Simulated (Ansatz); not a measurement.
Geometry optimisation of `FC1NBO1`.

```yaml
crystal:
  periodic: [false, false, false]
  atoms:
    - {symbol: F, position_ang: [-0.419350, 1.223321, 1.493741]}
    - {symbol: C, position_ang: [-0.021847, 0.782985, 0.268501]}
    - {symbol: N, position_ang: [0.638808, -0.497281, 0.263051]}
    - {symbol: B, position_ang: [-0.414687, -0.905816, -0.606743]}
    - {symbol: O, position_ang: [-1.122913, 0.311844, -0.513602]}
    - {symbol: H, position_ang: [0.514229, 1.620727, -0.234642]}
    - {symbol: H, position_ang: [1.592103, -0.713533, 0.543552]}
    - {symbol: H, position_ang: [-0.674243, -1.879447, -1.269658]}
basis:
  gaussian: {orbitals: def2-TZVP}
hamiltonian: {xc: pbe0, dispersion: d4}
relax: {f_tol: 0.005, max_steps: 150}
```

```sh
$ ansatz run in.yaml --threads 2 --pin off --events-out ev --progress --plain --max-ram 4352MiB
```

It prints (some lines left out):

```
Functional definition: PBE0
mean field -8011.88294489 eV, -294.4312675753 hartree, gradient 2.7e-5 eV, S^2 0.000000; 0 other end points of the search recorded, 0 dependent functions left out
relax step   1: F+E_penalty+E_count = -8011.98626173 eV  Δ(F+E_penalty+E_count) = +0.000e0 eV  max|allowed force component| = 7.050e-1 eV/Å  Δτ_max = 0.0000 Å  (28 SCF iters, accepted)
mean field -8011.91433001 eV, -294.4324209571 hartree, gradient 1.0e-5 eV, S^2 0.000000; 0 other end points of the search recorded, 0 dependent functions left out
relax step   2: F+E_penalty+E_count = -8012.01784488 eV  Δ(F+E_penalty+E_count) = -3.158e-2 eV  max|allowed force component| = 2.883e-1 eV/Å  Δτ_max = 0.0192 Å  (33 SCF iters, accepted)
mean field -8011.91772402 eV, -294.4325456850 hartree, gradient 1.0e-5 eV, S^2 0.000000; 0 other end points of the search recorded, 0 dependent functions left out
relax step   3: F+E_penalty+E_count = -8012.02135279 eV  Δ(F+E_penalty+E_count) = -3.508e-3 eV  max|allowed force component| = 7.475e-2 eV/Å  Δτ_max = 0.0126 Å  (33 SCF iters, accepted)
mean field -8011.91829519 eV, -294.4325666751 hartree, gradient 1.0e-5 eV, S^2 0.000000; 0 other end points of the search recorded, 0 dependent functions left out
relax step   4: F+E_penalty+E_count = -8012.02192873 eV  Δ(F+E_penalty+E_count) = -5.759e-4 eV  max|allowed force component| = 2.866e-2 eV/Å  Δτ_max = 0.0062 Å  (33 SCF iters, accepted)
mean field -8011.91853474 eV, -294.4325754783 hartree, gradient 1.0e-5 eV, S^2 0.000000; 0 other end points of the search recorded, 0 dependent functions left out
relax step   5: F+E_penalty+E_count = -8012.02216604 eV  Δ(F+E_penalty+E_count) = -2.373e-4 eV  max|allowed force component| = 2.456e-2 eV/Å  Δτ_max = 0.0062 Å  (33 SCF iters, accepted)
mean field -8011.91878458 eV, -294.4325846598 hartree, gradient 1.1e-5 eV, S^2 0.000000; 0 other end points of the search recorded, 0 dependent functions left out
relax step   6: F+E_penalty+E_count = -8012.02242311 eV  Δ(F+E_penalty+E_count) = -2.571e-4 eV  max|allowed force component| = 2.184e-2 eV/Å  Δτ_max = 0.0125 Å  (32 SCF iters, accepted)
mean field -8011.91885539 eV, -294.4325872619 hartree, gradient 1.0e-5 eV, S^2 0.000000; 0 other end points of the search recorded, 0 dependent functions left out
relax step   7: F+E_penalty+E_count = -8012.02249178 eV  Δ(F+E_penalty+E_count) = -6.867e-5 eV  max|allowed force component| = 2.378e-2 eV/Å  Δτ_max = 0.0050 Å  (33 SCF iters, accepted)
mean field -8011.91886927 eV, -294.4325877721 hartree, gradient 1.0e-5 eV, S^2 0.000000; 0 other end points of the search recorded, 0 dependent functions left out
relax step   8: F+E_penalty+E_count = -8012.02250501 eV  Δ(F+E_penalty+E_count) = -1.323e-5 eV  max|allowed force component| = 8.364e-3 eV/Å  Δτ_max = 0.0016 Å  (33 SCF iters, accepted)
mean field -8011.91887379 eV, -294.4325879380 hartree, gradient 1.0e-5 eV, S^2 0.000000; 0 other end points of the search recorded, 0 dependent functions left out
relax step   9: F+E_penalty+E_count = -8012.02251045 eV  Δ(F+E_penalty+E_count) = -5.435e-6 eV  max|allowed force component| = 9.093e-4 eV/Å  Δτ_max = 0.0008 Å  (34 SCF iters, accepted)
mean field -8011.91887379 eV, -294.4325879380 hartree, gradient 1.0e-5 eV, S^2 0.000000; 1 other end points of the search recorded, 0 dependent functions left out
Total energy: -8012.02253714 eV, -294.4363974959 hartree
Atom 0 at    -0.422594     1.223522     1.477069 Å, force    -0.000227     0.000485     0.000130 eV/Å
Atom 1 at    -0.021007     0.776635     0.267658 Å, force     0.000368    -0.000652    -0.000909 eV/Å
Atom 2 at     0.620126    -0.501160     0.282584 Å, force    -0.000371     0.000094    -0.000196 eV/Å
Atom 3 at    -0.410232    -0.900647    -0.600309 Å, force    -0.000204    -0.000167     0.000119 eV/Å
Atom 4 at    -1.108592     0.309629    -0.507475 Å, force     0.000263    -0.000007     0.000441 eV/Å
Atom 5 at     0.515698     1.591565    -0.226327 Å, force    -0.000105     0.000355     0.000507 eV/Å
Atom 6 at     1.575985    -0.700303     0.508196 Å, force     0.000149    -0.000110    -0.000017 eV/Å
Atom 7 at    -0.657285    -1.856442    -1.257196 Å, force     0.000128     0.000002    -0.000073 eV/Å
Dipole moment:     0.564080    -0.126507    -0.141045 e Å
```

Hardware: 2 threads of an Intel Xeon Platinum 8259CL on a shared host. Wall time 43 s, peak host memory 0.38 GiB.
